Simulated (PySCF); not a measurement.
# From computed data to an observable: chemical shift, span and skew from a shielding tensor

C2H6O3Si, SMILES O[Si]1(O)COC1. Atoms are numbered in the order given.

```xyz
12

O     -1.2080     1.6105     0.0000
Si    -0.0354     0.4470     0.0000
O      1.4022     1.2846     0.0000
C     -0.1778    -1.0514     1.1431
O      0.1311    -1.8903     0.0000
C     -0.1778    -1.0514    -1.1431
H     -0.8958     2.5235     0.0000
H      2.2205     0.7749     0.0000
H      0.5454    -1.2335     1.9567
H     -1.1946    -1.2554     1.5365
H      0.5454    -1.2335    -1.9567
H     -1.1946    -1.2554    -1.5365
```

Geometry optimised at r2SCAN-D4/def2-SVP. The structure was generated by enumeration, and PubChem lists no compound with its InChIKey, so it may never have been made. The values are those of a single conformer.

GIAO shieldings from PBE/pcSseg-1 in PySCF, non-relativistic, no solvent. The symmetric part of the tensor of Si2 has the principal values 312.8, 337.3, 396.3 ppm. The same nucleus in TMS has σ = 335.4 ppm at this level (PySCF, at its B3LYP-D3(BJ)/def2-TZVP geometry).

Question: Work out the isotropic shielding, the ²⁹Si shift against TMS, the span and the skew.

Answer: 
σ(iso) = (σ11 + σ22 + σ33)/3 = 348.8 ppm. δ = σ(ref) − σ(iso) = 335.4 − (348.8) = -13.4 ppm.
Span Ω = σ33 − σ11 = 83.5 ppm. Skew κ = 3(σ(iso) − σ22)/Ω = 0.41. Tumbling in solution averages the tensor to δ; in a static solid the shielding alone would spread this spin-1/2 line over Ω.
